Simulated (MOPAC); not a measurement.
Input for MOPAC: PM6 on HNbO (SMILES [OH][Nb]), 2S+1 = 5, a spin state set in the input, which need not be the lowest.

```
PM6 1SCF PRECISE CHARGE=0 UHF MS=2 THREADS=1
HNbO

Nb    -0.96912306 1    -0.70592875 1    -0.89038116 1
O      0.33778041 1    -0.08634130 1     0.35938733 1
H      0.59817394 1     0.83964165 1     0.46067420 1
```

The log:

```
*******************************************************************************
 **                                                                           **
 **                              MOPAC v23.2.5                                **
 **                                                                           **
 *******************************************************************************
 ** MOPAC's Digital Object Identifier: https://doi.org/10.5281/zenodo.6511958 **
 **                                                                           **
 ** Please cite the open-source release paper for use of this MOPAC version:  **
 ** J. E. Moussa and J. J. P. Stewart (2026)                                  **
 ** MOPAC: An open-source semiempirical molecular orbital program             **
 ** J. Open Source Softw., 11(119), 8025, https://doi.org/10.21105/joss.08025 **
 *******************************************************************************

                              PM6 CALCULATION RESULTS

 *******************************************************************************
 *  PM6        - The PM6 Hamiltonian to be used
 *  UHF        - UNRESTRICTED HARTREE-FOCK CALCULATION
 *
 *
 *
 *                 CHARGE ON SYSTEM = 0
 *
 *
 *
 *  MS=        - IN MECI, MAGNETIC COMPONENT OF SPIN =  2.0
 *  PRECISE    - TIGHTER CRITERIA TO BE USED
 *  1SCF       - DO 1 SCF AND THEN STOP
 *  THREADS=1  - MULTI-THREADING NOT USED
 *  T=         - A TIME OF 172800.0 SECONDS REQUESTED
 *  DUMP=N     - RESTART FILE WRITTEN EVERY 7200.0 SECONDS REQUESTED
 *******************************************************************************
PM6 1SCF PRECISE CHARGE=0 UHF MS=2 THREADS=1
 HNbO

   ATOM   CHEMICAL          X               Y               Z
  NUMBER   SYMBOL      (ANGSTROMS)     (ANGSTROMS)     (ANGSTROMS)

     1      Nb         -0.96912306  *  -0.70592875  *  -0.89038116  *
     2       O          0.33778041  *  -0.08634130  *   0.35938733  *
     3       H          0.59817394  *   0.83964165  *   0.46067420  *



          CARTESIAN COORDINATES

    NO.       ATOM           X           Y           Z

     1        Nb         -0.9691     -0.7059     -0.8904
     2         O          0.3378     -0.0863      0.3594
     3         H          0.5982      0.8396      0.4607

 General Reference for PM6:
 "Optimization of Parameters for Semiempirical Methods V: Modification of NDDO Approximations
 and Application to 70 Elements", J. J. P. Stewart, J. Mol. Mod., 13, 1173-1213 (2007)
 URL: https://link.springer.com/article/10.1007/s00894-007-0233-4

           Empirical Formula: H O Nb  =     3 atoms



      MOLECULAR POINT GROUP   :   Cs


          UHF CALCULATION, NO. OF ALPHA ELECTRONS =    8
                           NO. OF BETA  ELECTRONS =    4

 -------------------------------------------------------------------------------
 PM6 1SCF PRECISE CHARGE=0 UHF MS=2 THREADS=1
 HNbO



     1SCF WAS SPECIFIED, SO BFGS WAS NOT USED
     SCF FIELD WAS ACHIEVED


                              PM6 CALCULATION
                                                       MOPAC v23.2.5 Linux




          FINAL HEAT OF FORMATION =         67.61482 KCAL/MOL =     282.90042 KJ/MOL


          COSMO AREA              =        137.80 SQUARE ANGSTROMS
          COSMO VOLUME            =        150.54 CUBIC ANGSTROMS

          IONIZATION POTENTIAL    =          6.780489 EV
          ALPHA SOMO LUMO (EV)    =         -6.780  0.396
          BETA  SOMO LUMO (EV)    =        -11.900  1.290
          NO. OF ALPHA ELECTRONS  =          8
          NO. OF BETA  ELECTRONS  =          4
          MOLECULAR WEIGHT        =        109.9137         POINT GROUP:  Cs

          MOLECULAR DIMENSIONS (Angstroms)

            Atom       Atom       Distance
            H     3   Nb     1     2.58274
            O     2   Nb     1     0.59168
            H     3    O     2     0.00000


          SCF CALCULATIONS        =          1





   ATOM   CHEMICAL          X               Y               Z
  NUMBER   SYMBOL      (ANGSTROMS)     (ANGSTROMS)     (ANGSTROMS)

     1      Nb         -0.96912306  *  -0.70592875  *  -0.89038116  *
     2       O          0.33778041  *  -0.08634130  *   0.35938733  *
     3       H          0.59817394  *   0.83964165  *   0.46067420  *

                             CARTESIAN COORDINATES

   1   Nb       -0.969123060    -0.705928750    -0.890381160
   2    O        0.337780410    -0.086341300     0.359387330
   3    H        0.598173940     0.839641650     0.460674200


           Empirical Formula: H O Nb  =     3 atoms



      MOLECULAR POINT GROUP   :   Cs


          ALPHA EIGENVALUES
 -28.12316 -16.81963 -12.36348 -11.68422  -7.59175  -7.55931  -6.80659  -6.78049
   0.39553   1.02801   2.31204   2.68348   4.79555   6.53683


           BETA EIGENVALUES
 -28.42103 -16.69027 -12.24324 -11.90039   1.28967   1.55372   1.69114   2.09688
   2.41664   2.52764   3.93810   4.02172   5.11456   6.85737


              NET ATOMIC CHARGES AND DIPOLE CONTRIBUTIONS

  ATOM NO.   TYPE          CHARGE      No. of ELECS.   s-Pop       p-Pop       d-Pop
    1         Nb           0.135857        4.8641     0.69158     0.18771     3.98485
    2          O          -0.440216        6.4402     1.71194     4.72827
    3          H           0.304359        0.6956     0.69564
 DIPOLE           X         Y         Z       TOTAL
 POINT-CHG.    -0.472     0.949    -0.667     1.253
 HYBRID        -0.719    -0.546    -0.650     1.112
 SUM           -1.191     0.403    -1.317     1.821


          ATOMIC ORBITAL ELECTRON POPULATIONS

     Atom    s        px        py        pz      x^2-y^2     xz        z^2       yz        xy
    1 Nb   0.69158   0.07585   0.03447   0.07739   0.76310   0.90154   0.51858   0.87216   0.92948
    2  O   1.71194   1.65449   1.39362   1.68016
    3  H   0.69564


                    (SZ)    =    2.000000
                    (S**2)  =    6.008907


          ATOMIC ORBITAL SPIN POPULATIONS

    Atom   Total    s     px     py     pz   x^2-y^2  xz     z^2    yz     xy
         Atomic
    1 Nb  4.0435  0.513  0.014  0.011  0.017  0.682  0.772  0.401  0.789  0.845
    2  O -0.0874  0.000 -0.039 -0.012 -0.037
    3  H  0.0439  0.044

 **********************
 *                    *
 * JOB ENDED NORMALLY *
 *                    *
 **********************




 == MOPAC DONE ==
```

The run finished.

Cost: around 0.03 core-seconds (rough).
